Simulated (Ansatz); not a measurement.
TiBr4⁻. Total charge -1; doublet. Geometry PBE0-D4/def2-SVP, that of the neutral singlet; atoms count from 1.

```xyz
5

Ti    0.000    0.000    0.000
Br    0.906   -1.564    1.432
Br   -1.046   -1.076   -1.752
Br    1.678    1.353   -0.821
Br   -1.538    1.287    1.140
```

(1) Estimate the Mulliken populations from the PBE0/def2-TZVPD orbitals of Ansatz.

(2) Where does the spin sit?

(3) And the Mayer bond orders between heavy atoms (over 0.3)?

Results:

(1) 
```
atom  charge (e)  spin (α − β)  d electrons
 Ti1        0.42          1.03         2.42
 Br2       -0.36         -0.01            –
 Br3       -0.36         -0.01            –
 Br4       -0.36         -0.01            –
 Br5       -0.36         -0.01            –
```
Mulliken values depend strongly on the basis. With diffuse functions, as here, like atoms can get unlike values, and bond orders can come out too low or too high.

(2) Summed by element: Ti 1.03, Br -0.03, of 1 unpaired in all. Largest on single atoms: Ti1 1.03, Br2 -0.01, Br5 -0.01.

(3) Ti1–Br2 1.05 (2.31 Å); Ti1–Br3 1.05 (2.31 Å); Ti1–Br4 1.05 (2.31 Å); Ti1–Br5 1.05 (2.31 Å).
